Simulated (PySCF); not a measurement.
## Energy of Mn²⁺ (manganese, charge +2) between two integer charges

The 3d alpha orbital of [Ar] 3d5 is emptied in steps (occupation f), with all orbitals relaxed, ending at [Ar] 3d4. Calculation: PySCF 2.14, in jorge-DZP-DKH (8s6p2d1f, 43 functions); the spin-free X2C one-electron Hamiltonian (Gaussian nucleus). The exact energy is a straight line in f; departures are measured from the line between the end points of the same method.

| f | UHF (eV) | LDA (eV) | PBE (eV) |
| --- | --- | --- | --- |
| 1 | 0.000 | 0.000 | 0.000 |
| 0.75 | 0.367 | -1.681 | -1.641 |
| 0.5 | 0.479 | -2.252 | -2.195 |
| 0.25 | 0.352 | -1.697 | -1.651 |
| 0 | 0.000 | 0.000 | 0.000 |

**Question.** For LDA, how does the orbital energy at f = 1 compare with the removal energy?

**Answer.** −ε = 24.535 eV against a total-energy difference of 33.460 eV. By Janak's theorem ε = ∂E/∂f, so the gap between them reflects the curvature. Along the path −ε is 28.944 (f = 0.75), 33.417 (f = 0.5), 37.954 (f = 0.25) eV.

```tsv
method	E(f=0) − E(f=1) (eV)	−ε at f=1 (eV)	−ε at f=0.5 (eV)
UHF	31.829	33.832	31.787
LDA	33.460	24.535	33.417
PBE	33.034	24.313	33.006
```

Reference removal energy between the ground levels: 33.668 ± 0.012 eV (measured; NIST Atomic Spectra Database, ionization energies). The calculation has no spin-orbit coupling. The determinant left behind need not be the lowest term of the ion. UHF lacks correlation.
